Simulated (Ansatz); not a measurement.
BrClGeH, SMILES `[Cl][GeH][Br]` radical, relaxed with UKS PBE0-D4/def2-TZVP in Ansatz from a PBE-D4/def2-SVP geometry. The force threshold is 0.005 eV/Å; the program also tests the step.

Total charge 0; spin multiplicity 2.

Start:

```xyz
4

Cl    1.000   -1.608    0.680
Ge    0.277    0.084   -0.505
Br   -0.157    1.885    0.927
H    -1.120   -0.361   -1.101
```

Q: How much energy does the relaxation release, and in how many steps? (Best estimate.)

A: Ansatz gave: 0.02 eV, in 3 steps.

Q: Which bonds change most? (An estimate is asked.)

A: The calculation gave: Cl1–Ge2 from 2.189 to 2.152 Å; Ge2–Br3 from 2.342 to 2.306 Å; Ge2–H4 from 1.582 to 1.555 Å.

Q: Give the relaxed structure. (Estimate.)

A: The calculation gave: 
```xyz
4

Cl    0.988   -1.577    0.672
Ge    0.259    0.080   -0.493
Br   -0.144    1.858    0.920
H    -1.103   -0.362   -1.099
```
